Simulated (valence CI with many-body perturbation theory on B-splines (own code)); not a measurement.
# Tm⁶⁴⁺: calculated level list

Level of theory: valence CI with perturbative core correlation (CI+MBPT): three valence electrons over a frozen Dirac-Fock core [He], radial functions for each j: 11 s, 11 p, 9 d, 7 f, 5 g, 2 h, 1 i, with the one-electron correlation potential Σ1 (screened to all orders), the two-electron term Σ2, the three-electron term Σ3, Breit, model QED; selected single and double excitations, second order for the rest (own B-spline code, finite nucleus).

The last digits are not significant, and no measured levels were compared; by estimate large intervals hold to a few tenths of a per cent, small ones and those within an open d or f shell to about a per cent.

Levels 91 to 101 of 101, with energies above the lowest level, (2s^2 2p1/2) J=1/2. "Leading %" is the weight of the configuration and term that name the level; weights of strongly mixed levels are sums over their largest components and can fall short. In the jj column 3d3/2^4 stands for four electrons in 3d with j = 3/2.

```
No.  Configuration  Term    J  E (× 10³ cm⁻¹)  Leading %  Second component                 Leading jj      g
 91         2p2 3p   2P°  1/2           88427         87    8 % 2p2 3p 4D°   2p1/2 2p3/2 3p3/2 (99 %)  0.633
 92         2p2 3d    2G  7/2           88480         54    25 % 2p2 3d 2F   2p1/2 2p3/2 3d3/2 (99 %)  1.006
 93         2p2 3d    2D  5/2           88606         37    32 % 2p2 3d 2F   2p1/2 2p3/2 3d3/2 (98 %)  1.125
 94         2p2 3d    2D  3/2           88650         47    17 % 2p2 3d 2P   2p1/2 2p3/2 3d3/2 (99 %)  1.099
 95         2p2 3d    2P  1/2           88726         38    33 % 2p2 3d 4P  2p1/2 2p3/2 3d3/2 (100 %)  1.630
 96         2p2 3d    4D  7/2           89006         46    39 % 2p2 3d 4F  2p1/2 2p3/2 3d5/2 (100 %)  1.295
 97         2p2 3d    2G  9/2           89150         64    36 % 2p2 3d 4F  2p1/2 2p3/2 3d5/2 (100 %)  1.168
 98         2p2 3d    2P  3/2           89152         39    26 % 2p2 3d 4P   2p1/2 2p3/2 3d5/2 (99 %)  1.316
 99         2p2 3d    2F  5/2           89164         44    20 % 2p2 3d 4D   2p1/2 2p3/2 3d5/2 (98 %)  1.132
100         2p2 3d    2D  5/2           89304         59    27 % 2p2 3d 4P   2p1/2 2p3/2 3d5/2 (99 %)  1.246
101         2p2 3d    2F  7/2           89358         70    12 % 2p2 3d 2G   2p1/2 2p3/2 3d5/2 (99 %)  1.123
```
